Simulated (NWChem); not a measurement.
System: CdSiH$_{3}$OCl; SMILES [SiH3][O][Cd][Cl]

```xyz
7

Cd     0.1449    -0.3767     0.0005
Cl    -0.2797    -2.6183    -0.0007
O      0.6287     1.5394    -0.0016
Si    -0.3707     2.8797    -0.0001
H     -1.2783     2.9209    -1.2089
H      0.4967     4.1090    -0.0114
H     -1.2609     2.9310     1.2212
```
Atoms are numbered in this order, from 1.

Program: NWChem. Medium grid unless said otherwise, to which SCAN and Minnesota functionals are sensitive. Structure relaxed at the PBE-D3(BJ)/def2-SVP level. def2 effective core potentials on Cd; no spin-orbit coupling.

Task: Among these, which level gives the highest value of “dipole (D)”?
A) BHandHLYP/def2-SVP
B) HCTH/407/def2-SVP
C) PBE/def2-SVP
D) B3LYP/def2-SVP

Result: A, BHandHLYP/def2-SVP. Values: PBE/def2-SVP 0.18; B3LYP/def2-SVP 0.22; HCTH/407/def2-SVP 0.22; BHandHLYP/def2-SVP 0.32
